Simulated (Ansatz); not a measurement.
Consider the substitution at a C–F bond: `FC([SiH3])S` + CH₃SH → `CSC([SiH3])S` + H–F.

Calculated with Ansatz (gas phase, PBE0-D4/def2-TZVP geometries, no zero-point term in ΔE). CBS: MP2 limit from def2 TZ/QZ plus the TZ coupled-cluster correction, frozen cores. This one scheme is used for every species. DFT in def2-TZVPP. B3LYP here is the variant with VWN-RPA as its local correlation; programs differ in this. One conformer a species, not always the lowest.

```
             level  ΔE (kcal/mol)  difference from CCSD(T)/CBS
            PBE-D4          -10.5                          3.4
         r2SCAN-D4           -9.2                          4.7
           PBE0-D4          -11.6                          2.3
          B3LYP-D4           -9.6                          4.3
           ωB97M-V           -9.9                          4.0
               PBE           -7.8                          6.1
            r2SCAN           -8.5                          5.4
              PBE0           -9.2                          4.7
     HF/def2-TZVPP           -4.2                          9.7
SCS-MP2/def2-TZVPP          -13.1                          0.8
   CCSD/def2-TZVPP          -10.9                          3.0
     HF/def2-QZVPP           -4.2                          9.7
    MP2/def2-QZVPP          -17.4                         -3.5
SCS-MP2/def2-QZVPP          -14.1                         -0.2
      HF/CBS(def2)           -4.2                          9.7
    CCSD/CBS(def2)          -12.6                          1.3
       CCSD(T)/CBS          -13.9                            0
```

Largest T1 diagnostic among the species: 0.012.

The D4 term adds −4.4 kcal/mol with B3LYP and −2.4 kcal/mol with PBE0; it sums over pairs of atoms, weighted by their polarisabilities, and B3LYP, whose exchange is more repulsive, gets the larger term. From PBE to PBE0 (25 % exact exchange), in def2-TZVPP and without D4, ΔE moves by −1.3 kcal/mol. In def2-TZVPP, CCSD(T) changes the Hartree–Fock value by −8.0 kcal/mol (the triples alone add −1.3 kcal/mol) and MP2 by −12.2 kcal/mol.
